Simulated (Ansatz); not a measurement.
SiF₂ClBr, SMILES F[Si](F)(Cl)Br.

Coordinates come from a PBE0-D3(BJ)/def2-SVP optimisation. This is a generated structure with no PubChem entry under its InChIKey; it may be hypothetical.

Two levels are set side by side: PBE/def2-SVPD (Ansatz, an electronic-structure program) and CAM-B3LYP/def2-SVPD (Ansatz). Energy differences of separate SCF runs at the same geometry; the states with an electron removed or added have multiplicity 2 and 2. Differences are taken from unrounded values.

```
quantity                             PBE
---------------------------------  -----
vertical ionisation energy (eV)    11.35
vertical singlet–triplet gap (eV)   6.34
```

### Question
These are the PBE values. What does CAM-B3LYP give? (The exact figures need the calculation; the answer reports its results.)

### Answer

| quantity | CAM-B3LYP | PBE minus CAM-B3LYP |
|---|---|---|
| vertical ionisation energy (eV) | 11.96 | -0.61 |
| vertical singlet–triplet gap (eV) | 6.95 | -0.61 |
